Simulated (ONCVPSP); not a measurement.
## Before and after: ONCV potential for Ti

ONCVPSP 4.0.1 input, shortened (lines: element, Z, core and valence counts, functional; n l f; lmax; l rc ep ncon nbas qcut; lloc lpopt rc5 dvloc0; l nproj debl; icmod fcfact rcfact), PBE, scalar-relativistic:

```
  Ti 22.00    3    4        4      upf
    1    0    2.00
    2    0    2.00
    2    1    6.00
    3    0    2.00
    3    1    6.00
    3    2    2.00
    4    0    2.00
    3
    0    1.65    0.00    4    9    5.50
    1    1.40    0.00    5    8    9.60
    2    1.25    0.00    4    7    7.80
    3    1.35    0.05    4    9    8.80
    4    4    1.15    4.00
    0    2    2.90
    1    2    3.10
    2    2    2.90
    3    1    2.20
    1    0.60    0.00
```

Change: s: ncon 5, nbas 10.

Cutoffs: the cutoffs (Ha) at which the residual kinetic energy of the hardest occupied pseudo-wave falls to 1 and 0.1 mHa per electron; they do not see the model core or the augmentation charge, which bear on the density cutoff. Errors are all-electron minus pseudo energies relative to the spin-unpolarised reference configuration.

Problem. How do hardness, ghosts and transferability respond?

Solution. The potential gets neither clearly harder nor softer (98 Ha and 116 Ha → 98 Ha and 116 Ha); the d channel sets the loose cutoff, while the largest relative change is in s, which becomes harder; the errors of the 4 common tests hardly move; neither file shows a bound ghost.

| quantity | base | changed |
| --- | --- | --- |
| cutoff, loose | 98 Ha | 98 Ha |
| cutoff, tight | 116 Ha | 116 Ha |
| loose cutoff by channel | s 7.6 Ha, p 20 Ha, d 98 Ha | s 13 Ha, p 20 Ha, d 98 Ha |
| bound ghosts | none | none |
| GHOST(+) flags under 300 eV | none | none |
| error for 3s2 3p6 3d2 4s1, meV [ΔE 7.35 eV] | -0.6 | -0.6 |
| error for 3s2 3p6 3d2 4s0, meV [ΔE 20.92 eV] | -3.1 | -2.8 |
| error for 3s2 3p6 3d1 4s0, meV [ΔE 47.87 eV] | +13 | +13 |
| error for 3s2 3p6 3d2 4s0 4p2, meV [ΔE 6.29 eV] | -1.7 | -1.5 |
| s: phases at 1.68 bohr within 0.05 rad from the reference energy up to (Ha; the scan ends near 5) | 4.6 | to the end of the scan |
| p: phases at 1.42 bohr within 0.05 rad from the reference energy up to (Ha; the scan ends near 5) | to the end of the scan | to the end of the scan |
| d: phases at 1.27 bohr within 0.05 rad from the reference energy up to (Ha; the scan ends near 5) | to the end of the scan | to the end of the scan |
| f: phases at 1.37 bohr within 0.05 rad from the reference energy up to (Ha; the scan ends near 5) | to the end of the scan | to the end of the scan |
| rms error of d²Exc/dni dnj with the model core, mHa | 1.62 | 1.59 |
